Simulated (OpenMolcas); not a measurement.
A calculation on Hf.

```json
{
 "Program": "OpenMolcas 26.06",
 "Method": "CASSCF",
 "Basis": "ANO-RCC-VTZP [8s7p5d3f2g1h]",
 "Scalar Hamiltonian": "DKH2, point nucleus",
 "Active space": "4 electrons in 6 orbitals (5d 6s)",
 "State averaging": "2S+1 = 5 even, 15 roots (10 in the spin-orbit step); 2S+1 = 3 even, 55 roots; 2S+1 = 1 even, 50 roots",
 "Spin-orbit coupling": "RASSI with atomic mean-field integrals over the reference wave functions, term energies averaged over their components"
}
```

(1) Which level of the active space comes out lowest?

(2) How high does 5d2 6s2 3P1 lie?

(3) How high does 5d3 6s 5F2 lie?

(4) How high does 5d3 6s 5F5 lie?

(5) The level at 8460 cm-1 has J = 2. What is it made of, and what is its g factor?

Measured values: NIST Handbook of Basic Atomic Spectroscopic Data.

Results:

(1) 5d2 6s2 3F2, with 93 % of that term; it is also the measured ground level.

(2) 4742 cm-1 above the lowest level; measured 6573 cm-1 above the ground level, so the calculation is off by -28 %.

(3) 8615 cm-1 above the lowest level.

(4) 11961 cm-1 above the lowest level.

(5) 63 % 5d2 6s2 1D2, 25 % 5d2 6s2 3P, 8 % 5d3 6s 5F; g = 1.121, against 1.000 from Landé's formula for the pure leading term.

Some high roots are left out of the spin-orbit mixing, which shifts the levels that they would mix with. Without dynamic correlation excited terms often stand tens of per cent too high (terms of higher spin than the ground term too low), and those without a measured partner can miss by more than the paired ones. A single d shell beside an s shell can misplace configurations of different d count against each other. Computed and measured levels are paired by configuration, term and J; levels that our copy of the source lacks, or whose pairing is in doubt (as where it misses far off the trend of its configuration), stay unpaired and out of the deviations. Only configurations of the active space appear.
